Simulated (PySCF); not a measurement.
These 2 structures share the formula C4H6BNO2. Level of theory: PBE0-D3(BJ)/def2-SVP geometry optimisation, gas phase in PySCF. Energies are electronic, without zero-point or thermal terms, for one conformer each. No frequencies were run at this level. Point groups hold within 0.08 Å.

Question: Order them by energy at this level, lowest first, and give relative energies in kcal/mol.
A. `[N:1]#[C:2][C@H:3]1[CH2:4][CH2:5][O:6][BH:7][O:8]1` with C2–C3–C4–C5 71°, C3–C4–C5–O6 53°, C4–C5–O6–B7 -29°, C5–O6–B7–O8 1°
B. `[CH3:1]/[N:2]=[CH:3]\[C:4]#[C:5][B:6]([OH:7])[OH:8]` with C5–B6–O7–H 180°, C5–B6–O8–H 179°

Answer: A (0.0), B (23.7).

As drawn, the lower has a C≡N group, which the higher lacks; the higher has a C≡C bond, a C=N bond and an O–H bond, which the lower lacks.

| SMILES | E (Eh) | E rel (kcal/mol) | dipole (D) | point group | A, B, C (MHz) |
| --- | --- | --- | --- | --- | --- |
| N#C[C@H]1CCOBO1 | -385.43313 | 0.0 | 3.85 | C1 | 3542, 1828, 1600 |
| C/N=C\C#CB(O)O | -385.39538 | 23.7 | 4.46 | C1 | 5130, 802.2, 724.3 |

How do the relative energies change in single points at PBE0/pcSseg-1 (no added dispersion term) on the same geometries?

| SMILES | PBE0-D3(BJ)/def2-SVP (kcal/mol) | PBE0/pcSseg-1 (kcal/mol) | shift |
| --- | --- | --- | --- |
| N#C[C@H]1CCOBO1 | 0.0 | 0.0 | 0.0 |
| C/N=C\C#CB(O)O | 23.7 | 21.9 | -1.8 |

Each column counts from its own lowest isomer. The order is unchanged; the largest shift is 1.8 kcal/mol.
